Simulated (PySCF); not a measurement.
Species: C4H9OPSi.
SMILES with atom numbers: `[CH2:1]=[CH:2][P:3]([SiH3:4])[C:5]([CH3:6])=[O:7]` (hydrogens: H8, H9 on C1; H10 on C2; H11, H12, H13 on Si4; H14, H15, H16 on C6)

Computed by this run: PySCF 2.14.0, PBE0-D3(BJ)/def2-SVP geometry optimisation, gas phase; density fitting, grid level 1; the optimiser is geomeTRIC in internal coordinates, started from a GFN2-xTB structure with every atom displaced at random (about 0.01 Å).

Step 1: E = -23483.4663 eV
```
atom  x, y, z in Å  |  force x, y, z in eV/Å
C1      2.9335   -0.3986   -0.0177    0.368  -0.346   0.134
C2      1.6617   -0.7918   -0.1076   -0.197   0.056   0.031
P3      0.3302    0.2404   -0.8015    0.023  -0.020  -0.061
Si4    -0.0135    1.5709    0.9961    0.195   0.124   0.065
C5     -1.1286   -0.9164   -0.5078   -0.032   0.115  -0.073
C6     -2.4776   -0.3470   -0.8650    0.032  -0.011  -0.036
O7     -0.9830   -2.0590   -0.1601    0.058  -0.099   0.050
H8      3.7079   -1.0696    0.3927   -0.244   0.194  -0.090
H9      3.2724    0.5851   -0.3495    0.004   0.106  -0.037
H10     1.3347   -1.7881    0.2207    0.034   0.023  -0.028
H11    -0.2840    0.7548    2.2150   -0.019   0.012   0.067
H12    -1.1565    2.5001    0.7424   -0.032  -0.032  -0.014
H13     1.2315    2.3885    1.1997   -0.148  -0.134  -0.052
H14    -3.2488   -0.8116   -0.2370   -0.033  -0.002   0.020
H15    -2.6843   -0.6171   -1.9142   -0.010   0.022   0.014
H16    -2.5154    0.7490   -0.7863    0.000  -0.007   0.010
```

Step 2: E = -23483.4719 eV
```
atom  x, y, z in Å  |  force x, y, z in eV/Å
C1      2.9442   -0.4166   -0.0117    0.025   0.045  -0.023
C2      1.6599   -0.7699   -0.1185   -0.041  -0.063   0.046
P3      0.3296    0.2601   -0.8139    0.074   0.058  -0.036
Si4    -0.0187    1.5784    0.9945    0.042   0.022   0.030
C5     -1.1182   -0.9095   -0.5232   -0.018  -0.007   0.017
C6     -2.4787   -0.3531   -0.8576    0.028  -0.008  -0.015
O7     -0.9539   -2.0523   -0.1804   -0.007  -0.031  -0.002
H8      3.6831   -1.1035    0.4149   -0.045   0.016  -0.021
H9      3.3152    0.5615   -0.3363   -0.013   0.004   0.004
H10     1.3196   -1.7633    0.2009   -0.008  -0.019   0.006
H11    -0.2782    0.7697    2.2243   -0.003   0.015   0.004
H12    -1.1754    2.4906    0.7397   -0.017  -0.018  -0.001
H13     1.2153    2.3989    1.1816   -0.018  -0.029  -0.015
H14    -3.2380   -0.8310   -0.2230    0.006   0.003   0.000
H15    -2.6992   -0.6118   -1.9063   -0.005   0.010   0.000
H16    -2.5264    0.7412   -0.7654    0.000   0.003   0.007
```

Problem. Estimate the geometry and energy of step 3. (The exact step hangs on the optimiser's Hessian estimate; all steps are aligned on step 2, rigid shifts and turns removed.)

Solution. E = -23483.4726 eV, largest force 0.108 eV/Å
```
atom  x, y, z in Å  |  force x, y, z in eV/Å
C1      2.9313   -0.4071   -0.0132   -0.057   0.031  -0.008
C2      1.6526   -0.7848   -0.1067    0.055   0.061  -0.037
P3      0.3345    0.2497   -0.8124   -0.020  -0.021   0.019
Si4    -0.0123    1.5712    0.9953   -0.052  -0.033   0.003
C5     -1.1161   -0.9179   -0.5260   -0.019   0.000  -0.007
C6     -2.4706   -0.3475   -0.8583   -0.018  -0.036   0.015
O7     -0.9576   -2.0639   -0.1887   -0.018   0.046  -0.019
H8      3.6782   -1.0778    0.4147    0.091  -0.049   0.033
H9      3.2818    0.5771   -0.3459   -0.021  -0.046   0.007
H10     1.3199   -1.7799    0.2163    0.008   0.005   0.007
H11    -0.2716    0.7759    2.2347    0.007   0.007  -0.017
H12    -1.1733    2.4765    0.7333   -0.004  -0.002   0.008
H13     1.2204    2.3876    1.1690    0.046   0.030   0.005
H14    -3.2350   -0.8227   -0.2275    0.003   0.004  -0.010
H15    -2.6944   -0.5932   -1.9093    0.000   0.001  -0.006
H16    -2.5076    0.7463   -0.7555    0.000   0.001   0.005
```

The energy changes by -0.0007 eV. The first-order estimate −F·Δx gives -0.0049 eV and the mean of the old and new forces, exact on a quadratic surface, -0.0008 eV. The step makes an angle of 69° with the force vector and moves no atom by more than 0.038 Å.

What follows is the cost of the whole optimisation. Hardware: Arm Neoverse V2, one thread (shared host). Cost: 53 s, 0.60 GiB resident at most.
